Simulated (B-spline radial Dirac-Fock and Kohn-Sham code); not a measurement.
Z = 28 (nickel), transition energy 148 keV. Level of theory: a Dirac-Hartree-Slater potential of the neutral atom with a Latter tail (no hole, which puts coefficients of high multipoles low close above an edge), finite nucleus with surface currents; a radial finite-basis atomic code. Subshells that would emit electrons below 1 keV are left out.

Question: A pure transition shows α(K) = 0.0139, L1/L2 = 44.9 and L1/L3 = 26.0. What is its multipolarity?
A. M2
B. E2
C. M4
D. E4
E. E3
F. M1
G. M3
H. E1

Answer: H. For comparison, α(K), L1/L2, L1/L3 are E2 0.115, 13.0, 9.53; E3 0.794, 4.34, 3.59; E4 5.23, 1.88, 1.64; M1 0.0150, 34.8, 76.7; M2 0.112, 17.8, 26.7; M3 0.799, 10.8, 8.71; M4 5.69, 7.43, 4.08.

Values without a named source are computed, but for edge energies of neutral atoms, which are taken from tables.
